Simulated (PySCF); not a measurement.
Molecule: `B[PH2+][SiH2]O`, [BH7OPSi]+.

Bonds (- single, = double, # triple, : aromatic): B1-P2, P2-Si3, Si3-O4. B1 carries H5, H6; P2 carries H7, H8; Si3 carries H9, H10; O4 carries H11. Formal charges: P2 +1.

Total charge +1.

Frames of a GFN2-xTB Langevin trajectory at 200 K; GIAO PBE0/pcSseg-1 shieldings in PySCF, gas phase, non-relativistic; equivalent atoms averaged within each frame.

δ = σ(ref) − σ, references computed at the same level: ¹¹B (σ = 100.07 ppm) against BF3·OEt2; H3PO4 for ³¹P (σ = 318.38 ppm); TMS for ²⁹Si (σ = 349.16 ppm) and ¹H (σ = 31.72 ppm); ¹⁷O (σ = 336.08 ppm) against H2O. The references are static minima.

How do the shifts (ppm) fluctuate along the trajectory?

Results:


```
         time (fs)     B1      P2    Si3    O4  H5/H6  H9/H10  H7/H8   H11
               250   94.6  -166.7    2.9  18.2   9.45    5.95   5.25  2.37
               425   96.4  -158.2   -6.2  10.5   9.19    6.44   5.19  2.01
               625   97.4  -185.2   14.2  35.1   9.46    5.96   4.90  3.25
               800   96.0  -172.6    7.7  22.9   9.40    5.66   5.30  2.74
              1000  100.0  -172.1  -14.1  25.9   9.54    6.73   4.79  4.62
    mean of frames   96.9  -170.9    0.9  22.5   9.41    6.15   5.08  3.00
standard deviation    2.0     9.8   11.2   9.1   0.13    0.43   0.23  1.01
```

5 frames give an uncertainty of the mean of about the standard deviation over 2.2 at best, since frames this close in time may not be independent; classical motion lacks zero-point vibration, and the reference would need the same averaging.
